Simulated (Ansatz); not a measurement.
Mulliken charges of FGeH4N, SMILES `[NH2][GeH2][F]` from r2SCAN/def2-TZVPP in Ansatz (PBE0-D4/def2-TZVP geometry).

```json
{"atom": "N1", "x (Å)": "-0.798", "y (Å)": "0.432", "z (Å)": "-0.706", "charge (e)": "-0.437"}
{"atom": "Ge2", "x (Å)": "0.574", "y (Å)": "-0.034", "z (Å)": "0.381", "charge (e)": "0.574"}
{"atom": "F3", "x (Å)": "0.447", "y (Å)": "-1.703", "z (Å)": "0.898", "charge (e)": "-0.395"}
{"atom": "H4", "x (Å)": "-0.836", "y (Å)": "-0.035", "z (Å)": "-1.600", "charge (e)": "0.153"}
{"atom": "H5", "x (Å)": "-1.716", "y (Å)": "0.440", "z (Å)": "-0.285", "charge (e)": "0.153"}
{"atom": "H6", "x (Å)": "0.503", "y (Å)": "0.790", "z (Å)": "1.668", "charge (e)": "-0.024"}
{"atom": "H7", "x (Å)": "1.887", "y (Å)": "0.042", "z (Å)": "-0.402", "charge (e)": "-0.024"}
```

By hand: the dipole of these point charges (1 e Å = 4.8032 D).

Σ q r = (0.054, 0.506, -0.146) e Å, of length 0.529 e Å = 2.54 D.

How does the dipole of the full density compare? (Estimate.)

The calculation gave: (-0.138, 0.266, -0.188) e Å, 1.70 D; the point charges give 1.49 times that, at 34° from its direction.

Point charges leave out the atoms' own dipoles, such as those of lone pairs, and Mulliken's split depends on the basis, so the two needn't agree.
